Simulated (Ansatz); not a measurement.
Stepwise reaction of `[NH]=[V]([OH])([OH])[Cl]` with ammonia, as a gas-phase model of exchange steps in deposition or etching. ΔE in kJ/mol; ΔG adds harmonic PBE0-D4 terms to CCSD(T)/CBS, at 1 bar.

Computed with Ansatz on PBE0-D4/def2-TZVP structures; ΔE is electronic, products minus reactants. CCSD(T)/CBS is the MP2 limit (def2-TZVPP, def2-QZVPP) plus CCSD(T) − MP2 in def2-TZVPP, frozen cores. This one scheme is used for every species. DFT in def2-TZVPP. B3LYP here is the variant with VWN-RPA as its local correlation; programs differ in this. For V outer-core shells are correlated without core-valence functions, which leaves a few kJ/mol of doubt a bond. Scalar relativity is left out up to krypton. Each species was taken in one conformer, which may not be the lowest.

```csv
step,reaction,PBE-D4,B3LYP-D4,ωB97M-V,CCSD(T)/CBS,ΔG(500 K)
1,`[NH]=[V]([OH])([OH])[Cl]` + NH₃ → `[NH]=[V]([NH2])([OH])[Cl]` + H₂O,25.7,24.2,23.9,16.0,14.3
2,`[NH]=[V]([NH2])([OH])[Cl]` + NH₃ → `[NH]=[V]([NH2])([NH2])[Cl]` + H₂O,45.5,44.9,44.3,37.7,33.5
```

Problem. By hand: ΔE of the 2 steps together at CCSD(T)/CBS.

Solution. (16.0) + (37.7) = 53.7 kJ/mol, or 26.9 kJ/mol a step.

In ΔE each step is higher than the one before. All are uphill at CCSD(T)/CBS. ΔG lies between 14.3 and 33.5 kJ/mol a step. PBE-D4 differs from CCSD(T)/CBS by 7.8 to 9.7 kJ/mol a step. Only this route is followed, and other bonds may react first. Isolated molecules leave out the surface, adducts and barriers. Largest T1 diagnostic: 0.031.
